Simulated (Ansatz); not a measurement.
CH9NSi2 (`[SiH3]CN[SiH3]`). The species carries charge 0 and has multiplicity 1.

```xyz
13

Si    1.0340   -0.7699    1.7503
C     0.3867    0.4703    0.4857
N    -0.6414   -0.1295   -0.3491
Si   -0.9935    0.4307   -1.9351
H     1.7382   -1.8864    1.0689
H     1.9594   -0.1107    2.7118
H    -0.1242   -1.3284    2.5032
H     0.0569    1.3902    0.9920
H     1.2322    0.7647   -0.1475
H    -1.3783   -0.5808    0.1696
H    -2.0218   -0.4751   -2.5086
H     0.2571    0.3913   -2.7399
H    -1.5054    1.8336   -2.0013
```

Task: List the harmonic frequencies (cm⁻¹, unscaled) at PBE0-D4/def2-TZVP in Ansatz. (Best estimate.)

Result: Ansatz gave: 52, 122, 137, 196, 225, 392, 507, 568, 689, 701, 748, 824, 884, 915, 922, 939, 948, 959, 986, 1141, 1194, 1269, 1409, 1468, 2173, 2209, 2217, 2220, 2233, 2236, 2984, 3059, 3620.

Task: Is this a minimum?

Result: Yes, all 33 modes are real.

Task: Give the ideal-gas thermochemistry at 298.15 K and 1 bar (rigid rotor, harmonic oscillator; point group C1, symmetry number 1).

Result: Zero-point energy 246.1 kJ/mol; H(298) − E = 268.6 kJ/mol; entropy 355.2 J/(mol·K), of which translation 165.1, rotation 110.7, vibration 79.3; G(298) − E = 162.7 kJ/mol. Modes under 100 cm⁻¹ are hindered rotations or soft bends, so the harmonic entropy is rough.
